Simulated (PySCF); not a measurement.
F₃Ga, SMILES [F][Ga+]([F])[F] (connectivity only; charge and spin as stated), charge +1, multiplicity 2.

Geometry: r2SCAN-D4/def2-SVP.

Level of theory: TDA-PBE/def2-SVPD run with PySCF.

Vertical excitations. Isolated molecule, no solvent.

```tsv
state	energy (eV)	λ (nm)	f	main pairs
root 1	0.63	1975	0.000	β HOMO→LUMO 100 %
root 2	0.74	1674	0.000	β HOMO−1→LUMO 100 %
root 3	1.21	1029	0.000	β HOMO−2→LUMO 100 %
root 4	2.13	583	0.000	β HOMO−4→LUMO 100 %
root 5	2.29	542	0.000	β HOMO−5→LUMO 100 %
root 6	2.32	534	0.001	β HOMO−3→LUMO 70 %, β HOMO−6→LUMO 29 %
root 7	3.90	318	0.025	β HOMO−7→LUMO 45 %, β HOMO−6→LUMO 40 %, β HOMO−3→LUMO 11 %
root 8	5.18	239	0.071	α HOMO→LUMO 16 %, α HOMO−6→LUMO 5 %, β HOMO−7→LUMO 43 %, β HOMO−6→LUMO 14 %, β HOMO−3→LUMO 7 %
root 9	5.31	233	0.003	α HOMO→LUMO 47 %, β HOMO→LUMO+1 50 %
root 10	5.40	230	0.000	α HOMO−1→LUMO 58 %, β HOMO−1→LUMO+1 42 %
```
Unrestricted roots are not spin-pure.
